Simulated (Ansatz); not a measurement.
All numbers were calculated with Ansatz.

C₃H₆FNSi, SMILES `NC1(F)C=C[SiH2]1` at its PBE0-D4/def2-TZVP geometry, where that method's forces vanish. The species carries charge 0 and has multiplicity 1.

```json
{"atom": "N1", "x (Å)": "1.183", "y (Å)": "1.274", "z (Å)": "0.335"}
{"atom": "C2", "x (Å)": "0.559", "y (Å)": "0.017", "z (Å)": "0.374"}
{"atom": "F3", "x (Å)": "1.267", "y (Å)": "-0.895", "z (Å)": "1.197"}
{"atom": "C4", "x (Å)": "0.336", "y (Å)": "-0.608", "z (Å)": "-0.985"}
{"atom": "C5", "x (Å)": "-0.984", "y (Å)": "-0.766", "z (Å)": "-1.155"}
{"atom": "Si6", "x (Å)": "-1.358", "y (Å)": "-0.091", "z (Å)": "0.533"}
{"atom": "H7", "x (Å)": "2.131", "y (Å)": "1.225", "z (Å)": "-0.022"}
{"atom": "H8", "x (Å)": "1.187", "y (Å)": "1.736", "z (Å)": "1.233"}
{"atom": "H9", "x (Å)": "1.145", "y (Å)": "-0.864", "z (Å)": "-1.672"}
{"atom": "H10", "x (Å)": "-1.476", "y (Å)": "-1.161", "z (Å)": "-2.034"}
{"atom": "H11", "x (Å)": "-1.867", "y (Å)": "-1.048", "z (Å)": "1.550"}
{"atom": "H12", "x (Å)": "-2.123", "y (Å)": "1.181", "z (Å)": "0.644"}
```

Q: For each bond, give half the difference of the two atoms' forces along it (eV/Å; positive pushes the atoms apart) under PBE-D4, r2SCAN-D4, B3LYP-D4, ωB97M-V in def2-TZVPP. (Estimate.)

A: The calculation gave: 
| bond | length (Å) | PBE-D4 | r2SCAN-D4 | B3LYP-D4 | ωB97M-V |
| --- | --- | --- | --- | --- | --- |
| N1–C2 | 1.404 | -0.04 | 0.03 | 0.11 | 0.24 |
| N1–H7 | 1.014 | 0.24 | 0.00 | -0.04 | -0.09 |
| N1–H8 | 1.010 | 0.22 | 0.00 | -0.05 | -0.08 |
| C2–F3 | 1.417 | 0.57 | 0.39 | 0.38 | 0.14 |
| C2–C4 | 1.513 | -0.07 | -0.01 | 0.05 | 0.07 |
| C2–Si6 | 1.926 | 0.04 | -0.06 | 0.01 | -0.14 |
| C4–C5 | 1.340 | 0.40 | 0.20 | 0.08 | -0.02 |
| C4–H9 | 1.091 | -0.01 | -0.06 | -0.17 | -0.11 |
| C5–Si6 | 1.855 | 0.09 | 0.03 | 0.19 | 0.10 |
| C5–H10 | 1.082 | -0.03 | -0.08 | -0.11 | -0.07 |
| Si6–H11 | 1.486 | 0.03 | -0.03 | -0.14 | -0.13 |
| Si6–H12 | 1.489 | 0.01 | -0.03 | -0.14 | -0.12 |

B3LYP here is the variant with VWN-RPA as its local correlation; programs differ in this.
